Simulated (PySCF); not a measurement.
# One molecule, several mistakes: BC2GeH5

Calculated results; nothing here was measured. They come from PySCF 2.14.0, an open-source quantum chemistry program, on an isolated molecule that a program drew, which may never have been made. The molecule is BC2GeH5 (charge 0, singlet), drawn as the SMILES string `C=[B][Ge][CH3]`.

Each row is a Hartree-Fock (HF) and frozen-core CCSD(T) single point in the cc-pVDZ basis, meant for a local HF minimum. Run 1 is clean. Each other run has one planted mistake out of seven kinds, and not every kind appears here: one electron removed, one electron added, multiplicity raised by two, geometry at a saddle point, minimal basis STO-3G, one bond length entered in bohr, all coordinates scaled. The reference is restricted for singlets and unrestricted otherwise, and also for a bond in bohr. Adding or removing an electron swaps singlet and doublet. Electrons count all cores. HOMO and LUMO are orbital energies over both spins, the gradient is its largest component, and the lowest frequency (negative if imaginary) is given only where the gradient is small. Bond lengths are over the 8 bonds as drawn. T1 is the CCSD diagnostic: over 0.02 (restricted) or 0.045 (unrestricted) a single reference is doubtful. Germanium has the cc-pVDZ-PP basis, with a core potential (ECP10MDF) in place of its 10 inner electrons, and its 3s, 3p and 3d shells are frozen in CCSD(T).

Geometry of the clean run:
```xyz
9
BC2GeH5, angstrom
C    -2.4216   -0.4973   -0.6811
B    -1.5526    0.4533   -1.2202
Ge   -0.3115    1.8051   -2.1813
C     0.4278    2.6763   -0.5245
H    -2.5622   -0.6218    0.3883
H    -3.0036   -1.1636   -1.3116
H     0.9366    1.9393    0.1043
H     1.1374    3.4588   -0.7960
H    -0.3770    3.1187    0.0706
```

```
run,electrons,basis functions,<S^2>,HOMO (eV),LUMO (eV),gradient (hartree/bohr),lowest frequency (cm^-1),mean bond (Å),longest bond (Å),T1,HF (hartree),CCSD(T) (hartree),mistake
1,54,90,0.000,-8.68,0.40,1.5e-05,60,1.3665,2.072,0.0169,-396.62769,-397.12688,no fault
2,54,90,2.025,-6.26,-0.34,8.3e-02,-,1.3665,2.072,0.0254,-396.56763,-397.03647,multiplicity raised by two
3,53,90,1.109,-13.98,-6.10,4.5e-02,-,1.3665,2.072,0.0514,-396.36431,-396.81427,one electron removed
4,54,90,1.039,-8.43,0.31,1.9e-02,-,1.4882,2.072,0.0687,-396.50784,-396.99857,?
5,55,90,0.795,-1.11,7.20,1.9e-02,-,1.3665,2.072,0.0199,-396.64035,-397.14661,?
```

**Which mistake was planted in run 4, and what did it cost?**

The mean bond changes by a factor of 1.089 and the longest by 1.000, so the molecule wasn't scaled as a whole. A length L in bohr read as angstrom grows by (1/0.5292 - 1) L = 0.890 L. The 8 bonds together grew by 8 x 0.1217 = 0.974 Å, which gives L = 1.094 Å. That is the length of one of the C-H bonds, 1.094 Å in the clean geometry. So the mistake is: one bond length entered in bohr. Subtracting run 1 and multiplying by 627.51 kcal/mol a hartree, the energy moved by 75.2 kcal/mol in HF and 80.5 kcal/mol in CCSD(T).

**Which mistake was planted in run 5, and what did it cost?**

It counts 55 electrons, one more than the clean run, at the same geometry and basis. So the mistake is: one electron added. Subtracting run 1 and multiplying by 627.51 kcal/mol a hartree, the energy moved by -7.9 kcal/mol in HF and -12.4 kcal/mol in CCSD(T).

Cautions from the logs. Run 3: T1 is over the limit, so its CCSD(T) energy is less reliable; run 4: T1 is over the limit, so its CCSD(T) energy is less reliable.
